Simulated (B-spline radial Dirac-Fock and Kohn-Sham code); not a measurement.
**Sn²⁺: non-radiative channels of the L2 vacancy**

System: Sn²⁺, [Kr] 4d10 5s2, inside a Watson sphere of charge -2 and radius 3 Å (a model of the Madelung potential; inside it an electron's potential energy is raised by 9.6 eV).

The run's input, task.json:

```json
{"items": [{
  "Z": 50,
  "q": 2,
  "cfg": [[1, 0, 2], [2, 0, 2], [2, 1, 6], [3, 0, 2], [3, 1, 6], [3, 2, 10], [4, 0, 2], [4, 1, 6], [4, 2, 10], [5, 0, 2]],
  "A": 120,
  "rrms": 4.6519,
  "watson": [-2, 3.0],
  "do": ["binding", "quiet", "decay"],
  "holes": ["K", "L1", "L2", "L3", "M1", "M2", "M3", "M4", "M5", "N1", "N2", "N3", "N4", "N5"]
}]}
```

Command: `python xray_run.py task.json out`

Method: a relativistic independent-particle model: LDA orbitals of the hole state, radiative multipoles to third order, Auger rates from the Coulomb interaction with a continuum orbital, Dirac-Fock energies. Computed with a radial B-spline solver. Kinetic energies are configuration averages from the vacuum level; the two-hole energies are estimated from single-hole states.

```
transition  kinetic energy (eV)  width (meV)  share (%)
   L2-L3N2                84.05          132        5.3
   L2-L3N4                165.4          168        6.8
   L2-M1M2               2455.5         69.0        2.8
   L2-M2M3               2621.7          216        8.7
   L2-M2M4               2847.3          114        4.6
   L2-M2M5               2850.8          203        8.2
   L2-M3M4               2886.0          151        6.1
   L2-M4M4               3107.1          131        5.3
   L2-M4M5               3114.6          572       23.1
   L2-M4N5               3603.3         69.6        2.8
```

The listed channels hold 74 % of the non-radiative rate. Summed by principal shells, of 2.48 eV in all: LMM 64.4 %, LLN 17.7 %, LMN 16.5 %, LNN 1.1 %.
